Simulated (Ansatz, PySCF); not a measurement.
Noncovalent pair: HBr (SMILES Br) (first 2 atoms) with CH6Si (SMILES C[SiH3]); geometry from B3LYP-D3(BJ)/def2-TZVP.
(charge 0, multiplicity 1):
```tsv
atom	x (Å)	y (Å)	z (Å)
Br	-1.4292	0.0606	-0.1713
H	-0.3033	-0.1662	0.6813
C	-0.9707	0.4632	3.7466
Si	0.7960	-0.0978	3.4851
H	-1.1539	0.6741	4.8018
H	-1.6763	-0.3048	3.4257
H	-1.1814	1.3696	3.1768
H	1.7616	0.9485	3.8957
H	1.0379	-0.3844	2.0428
H	1.0849	-1.3417	4.2367
```

Basis-set superposition error: the interaction energy with monomers in their own basis, and in the dimer's basis (counterpoise).

Run with Ansatz (Gaussian orbitals); PySCF for 6-31G* rows. 

```csv
level,uncorrected (meV),counterpoise (meV),difference
HF/6-31G*,43.3,54.6,11.3
SVWN5/def2-TZVPPD,-175.9,-169.7,6.2
BLYP/def2-TZVPPD,4.8,10.1,5.3
revPBE/def2-TZVPPD,8.0,13.6,5.6
r2SCAN/def2-TZVPPD,-67.7,-62.9,4.9
B3LYP/6-31G*,-19.7,-4.2,15.5
BHLYP/def2-TZVPPD,-19.6,-14.8,4.8
CAM-B3LYP/def2-TZVPPD,-32.8,-27.8,5.0
SCS-MP2/def2-QZVPPD,-53.0,-45.1,7.9
CCSD/def2-SVPD,-82.3,-26.2,56.1
```

The error is largest for CCSD/def2-SVPD (56.1 meV) and smallest for BHLYP/def2-TZVPPD (4.8 meV).

Ansatz is a program for electronic structure.
